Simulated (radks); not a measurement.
Values are calculated unless marked as measured or tabulated.
The mean radii <r> (bohr) of the occupied orbitals of an atom or ion are listed with their occupations. Code: a radial shooting solver on a logarithmic mesh with Libxc functionals. Model: scalar-relativistic Kohn-Sham, SCAN, spin-polarised, spherical densities, finite nucleus; meta-GGA in the generalised Kohn-Sham scheme; Fermi nuclear charge, rms radius of each element as measured or else 0.836 A^(1/3) + 0.57 fm.

orbital  occ.      <r>
1s up       1  0.01632
1s down     1  0.01632
2s up       1  0.06873
2s down     1  0.06873
2p up       3  0.06234
2p down     3  0.06234
3s up       1   0.1774
3s down     1   0.1774
3p up       3   0.1792
3p down     3   0.1792
3d up       5   0.1625
3d down     5   0.1625
4s up       1   0.3914
4s down     1   0.3915
4p up       3   0.4172
4p down     3   0.4172
4d up       5   0.4397
4d down     5   0.4396
5s up       1   0.8775
5s down     1   0.8760
4f up       7   0.4677
4f down     7   0.4673
5p up       3    1.003
5p down     3    1.002
5d up       5    1.343
5d down     4    1.345
6s up       1    2.302
6s down     1    2.272
6p up       1    3.012

Name the element and its charge. Open shells, if any, are filled with parallel spins first.

Answer. Z = 81, thallium, charge +1: Tl+ in [Xe] 4f14 5d9 6s2 6p1. The 1s radius gives Z: for a bare nucleus <r> = (2 gamma + 1)/(2Z) with gamma = sqrt(1 - (Z/c)^2), 0.01613 bohr for Z = 81, and screening makes it slightly larger (0.01632 here). The occupations add up to 80, and the charge is Z minus that.
